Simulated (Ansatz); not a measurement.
System: CH₆NSi (charge 0, doublet). It need not be the lowest isomer of its formula. 
Structure (B3LYP-D3(BJ)/def2-TZVP (Ansatz, an electronic-structure program) minimum search):
```xyz
9

C     -1.5515     0.1660     0.1607
Si     0.2217    -0.4058     0.1711
N      1.2384     0.7999    -0.6019
H     -1.6542     1.1109     0.6974
H     -2.2025    -0.5700     0.6374
H     -1.9005     0.3187    -0.8622
H      0.3650    -1.6954    -0.5607
H      0.7009    -0.6151     1.5661
H      2.2268     0.5366    -0.6243
```
Charge 0, spin multiplicity 2.

Parts of the frozen-core correlation energy in def2-SVP (Ansatz, hartree). Frozen orbitals: 7; correlated occupied orbitals by spin: 10 and 9; virtual: 59 and 60. UHF or UKS for open shells. No spin-orbit coupling. No relativistic terms.

```tsv
term	value
reference (HF)	-384.55645
MP2 opposite-spin	…
MP2 same-spin	…
CCSD correlation	…
(T)	-0.01051
T1 diagnostic	0.012
largest doubles amplitude	0.024
<S^2> of the reference	0.758
```

### Question
Fill in the missing entries.

### Answer

- MP2 opposite-spin, value: -0.29997
- MP2 same-spin, value: -0.07961
- CCSD correlation, value: -0.42987
